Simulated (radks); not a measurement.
Task: All-electron atom: Ti in [Ar] 3d2 4s2. All-electron calculation, scalar-relativistic Kohn-Sham, PBEsol, spin-polarised, spherical densities, point nucleus; open shells are filled with parallel spins first; hard spherical wall at 7 bohr. Program: a radial shooting solver on a logarithmic mesh with Libxc functionals. Some entries of the table are withheld. Estimate them.

orbital,occ.,eigenvalue (eV),<r> (bohr)
1s down,1,-4861.771,0.06965
1s up,1,-4861.762,0.06965
2s up,1,-535.3714,0.3254
2s down,1,-534.8217,0.3251
2p up,3,-443.0000,0.2903
2p down,3,-442.5752,0.2900
3s up,1,-62.2197,1.008
3s down,1,-60.5197,1.008
3p up,3,-38.5548,1.088
3p down,3,-36.8614,1.089
3d up,2,-4.0683,1.582
4s up,1,-3.9656,3.208
4s down,1,-3.4033,3.291
3d down,0,-2.5769,1.673
4p up,0,-0.2427,3.643
4p down,0,0.1218,3.711
4d up,0,5.5557,(1)
4d down,0,5.8723,(2)
5s up,0,(3),(4)
5s down,0,(5),(6)

Result: 
(1) 4d up <r> (bohr): 4.067
(2) 4d down <r> (bohr): 4.033
(3) 5s up eigenvalue (eV): 7.8034
(4) 5s up <r> (bohr): 4.177
(5) 5s down eigenvalue (eV): 8.2755
(6) 5s down <r> (bohr): 4.154
